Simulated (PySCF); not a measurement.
How methods differ on the ionisation energy of Cu²⁷⁺

Cu²⁷⁺ 1s2 (1S) → Cu²⁸⁺ 1s1 (2S), as a difference of total energies. All numbers are calculated (PySCF 2.14, the spin-free X2C one-electron Hamiltonian (Gaussian nucleus), in an uncontracted even-tempered set (17 s from 32 bohr⁻², ratio 2.2; 7 p from 49 bohr⁻², ratio 2.4; 4 d from 150 bohr⁻², ratio 2.4; 3 f from 220 bohr⁻², ratio 2.4; 3 g from 330 bohr⁻², ratio 2.4)). Correlated levels: nothing frozen; virtual orbitals above 40 to 60 times the deepest correlated orbital energy dropped. The calculations carry no spin-orbit coupling.

```json
{"method": "UHF", "ionisation energy (eV)": "11070.7"}
{"method": "MP2 (all electrons)", "ionisation energy (eV)": "11072.0"}
{"method": "SCS-MP2 (all electrons)", "ionisation energy (eV)": "11072.3"}
{"method": "CCSD (all electrons)", "ionisation energy (eV)": "11072.0"}
```

With two correlated electrons CCSD is exact in that space.

For comparison: 11062.4 eV (theoretical estimate listed by NIST; NIST Atomic Spectra Database, ionization energies).
